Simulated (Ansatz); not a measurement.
**Molecular dynamics of H6C3O**

Input file:

```yaml
accuracy: low
crystal:
  lattice:
    - [8.706588, 0.0, 0.0]
    - [0.0, 8.706588, 0.0]
    - [0.0, 0.0, 8.706588]
  atoms:
    - { symbol: C, position: [0.47200645, 0.79679294, 0.34688118] }
    - { symbol: C, position: [0.44462014, 0.84755494, 0.18126908] }
    - { symbol: H, position: [0.49056475, 0.89575358, 0.42290014] }
    - { symbol: H, position: [0.37367898, 0.73205546, 0.39238437] }
    - { symbol: H, position: [0.57341569, 0.7223639, 0.35619324] }
    - { symbol: H, position: [0.4267557, 0.74865391, 0.10494456] }
    - { symbol: H, position: [0.3431402, 0.92197076, 0.1713266] }
    - { symbol: H, position: [0.54304177, 0.91258512, 0.13654863] }
    - { symbol: C, position: [0.37458841, 0.16649511, 0.84490298] }
    - { symbol: C, position: [0.3581404, 0.12155877, 0.67617656] }
    - { symbol: H, position: [0.39316811, 0.29061186, 0.85782036] }
    - { symbol: H, position: [0.27099109, 0.13633529, 0.91029264] }
    - { symbol: H, position: [0.4721286, 0.10777762, 0.89931099] }
    - { symbol: H, position: [0.33917144, -0.00250751, 0.66353123] }
    - { symbol: H, position: [0.26061232, 0.18014811, 0.62157582] }
    - { symbol: H, position: [0.46136079, 0.15123595, 0.60987253] }
    - { symbol: C, position: [0.74563698, 0.38010649, 0.71279008] }
    - { symbol: C, position: [0.63998479, 0.51850048, 0.73318138] }
    - { symbol: H, position: [0.68460716, 0.27187627, 0.73440982] }
    - { symbol: H, position: [0.79288302, 0.37445364, 0.59604435] }
    - { symbol: H, position: [0.84307666, 0.38542788, 0.7927171] }
    - { symbol: H, position: [0.70166454, 0.62715451, 0.71515776] }
    - { symbol: H, position: [0.54428952, 0.51525269, 0.65099469] }
    - { symbol: H, position: [0.5904793, 0.52161105, 0.8491548] }
    - { symbol: C, position: [0.84626962, 0.68433674, 0.142018] }
    - { symbol: C, position: [0.97440962, 0.63294864, 0.03433657] }
    - { symbol: H, position: [0.85391434, 0.80740931, 0.16762856] }
    - { symbol: H, position: [0.73277293, 0.66324545, 0.09166302] }
    - { symbol: H, position: [0.8511225, 0.62267303, 0.25201247] }
    - { symbol: H, position: [0.96597206, 0.50987689, 0.00797401] }
    - { symbol: H, position: [0.96923174, 0.69495977, -0.07549791] }
    - { symbol: H, position: [1.08864307, 0.65334498, 0.08374259] }
    - { symbol: O, position: [0.81726848, 0.08713678, 1.01277277] }
    - { symbol: C, position: [0.92984202, 0.08273179, 0.9470003] }
    - { symbol: O, position: [0.97279784, 0.34094092, 0.33594113] }
    - { symbol: C, position: [1.09908513, 0.35956294, 0.3091417] }
    - { symbol: O, position: [0.51942864, 0.28152118, 0.2898574] }
    - { symbol: C, position: [0.53518301, 0.36604539, 0.1918117] }
    - { symbol: O, position: [0.06882347, 0.89717342, 0.46012087] }
    - { symbol: C, position: [0.07052752, 0.96364268, 0.34808145] }
basis:
  ecutwfc: 420.0
kpoints:
  mp_grid: { grid: [1, 1, 1] }
hamiltonian:
  xc: pbe
  dispersion: d3bj
scf:
  occupations: { method: fermi_dirac, width: 0.05 }
  lower_state_search: "off"
md:
  timestep: 0.5
  n_steps: 130
  ensemble: nvt_langevin
  temperature: 1500.0
  initial_velocities: maxwell_boltzmann
  seed: 44509
  friction: 0.02
```

Command:

```bash
$ ansatz run input.yaml --threads 1 --pin off --max-ram 3072MiB --backend cpu --events-out ev --progress --plain --runs-dir out
```

It starts from a partly relaxed structure (largest force component 0.07 eV/Å).

Output, in part (step lines):

```
md step     0: t =     0.00 fs  T =  1462.5 K  F+E_penalty+E_count = -5663.28910386 eV  E_kin = 7.561710 eV  (10 SCF iters)
[... lines left out ...]
```

The steps, from the saved trajectory:

| time (fs) | T (K) | potential energy less start (eV) |
| --- | --- | --- |
| 0.0 | 1462 | 0.000 |
| 2.0 | 995 | 2.058 |
| 4.0 | 833 | 3.491 |
| 6.0 | 923 | 3.049 |
| 8.0 | 1108 | 2.728 |
| 10.0 | 1176 | 2.775 |
| 12.0 | 1441 | 2.227 |
| 14.0 | 1151 | 3.886 |
| 16.0 | 1080 | 4.441 |
| 18.0 | 1224 | 3.940 |
| 20.0 | 1249 | 3.646 |
| 22.0 | 1178 | 3.678 |
| 24.0 | 1264 | 3.600 |
| 26.0 | 1080 | 3.868 |
| 28.0 | 1087 | 3.841 |
| 30.0 | 1228 | 3.717 |
| 32.0 | 1340 | 3.284 |
| 34.0 | 1266 | 3.650 |
| 36.0 | 1020 | 4.507 |
| 38.0 | 967 | 4.599 |
| 40.0 | 1020 | 4.216 |
| 42.0 | 1231 | 3.139 |
| 44.0 | 1319 | 3.055 |
| 46.0 | 1034 | 4.327 |
| 48.0 | 1075 | 4.551 |
| 50.0 | 983 | 4.966 |
| 52.0 | 1134 | 4.397 |
| 54.0 | 1216 | 3.827 |
| 56.0 | 1185 | 4.032 |
| 58.0 | 1278 | 4.097 |
| 60.0 | 1116 | 4.621 |
| 62.0 | 1048 | 5.054 |
| 64.0 | 1277 | 4.088 |

The run went to its last step. The mean temperature of the second half is 24 % below the set value. A run of 0.065 ps of so small a system gives no equilibrium averages. Limits of this set-up: coarse k mesh, low accuracy level.

Mean squared displacements from the first frame to the last, about the centre of mass: C 0.34 Å², H 1.21 Å², O 0.35 Å².

Last frame:

```xyz
40
Lattice="8.7066 0.0000 0.0000 0.0000 8.7066 0.0000 0.0000 0.0000 8.7066" Properties=species:S:1:pos:R:3
C 3.707 6.280 3.049
C 3.672 7.093 1.589
H 4.273 5.358 2.813
H 4.240 6.840 3.904
H 2.680 5.986 3.141
H 3.259 6.487 0.730
H 3.095 7.867 1.970
H 4.692 7.222 1.501
C 2.741 1.367 6.899
C 2.713 0.156 5.939
H 3.004 2.263 6.277
H 1.785 1.620 7.483
H 3.321 1.180 7.751
H 2.350 -0.814 6.196
H 2.061 0.352 5.005
H 3.807 -0.045 5.740
C 6.341 2.717 6.137
C 5.886 4.023 5.729
H 5.709 2.043 6.619
H 6.909 2.043 5.407
H 7.339 2.898 6.722
H 6.442 4.614 4.981
H 4.915 4.101 5.349
H 5.829 4.691 6.677
C 7.638 6.490 0.984
C 8.723 5.581 0.192
H 7.941 7.584 1.035
H 6.875 6.189 0.263
H 7.296 6.425 1.995
H 8.641 4.525 0.362
H 8.734 5.663 -0.867
H 9.703 5.685 0.662
O 6.855 1.530 9.011
C 7.779 1.459 8.407
O 8.568 2.547 3.263
C 9.639 2.757 2.877
O 4.560 2.328 2.513
C 4.636 2.831 1.553
O 0.259 7.484 3.680
C 0.561 8.387 3.027
```

Run time: 6.9 min on 1 thread of Arm Neoverse V2 (shared host), peak memory 0.54 GiB.
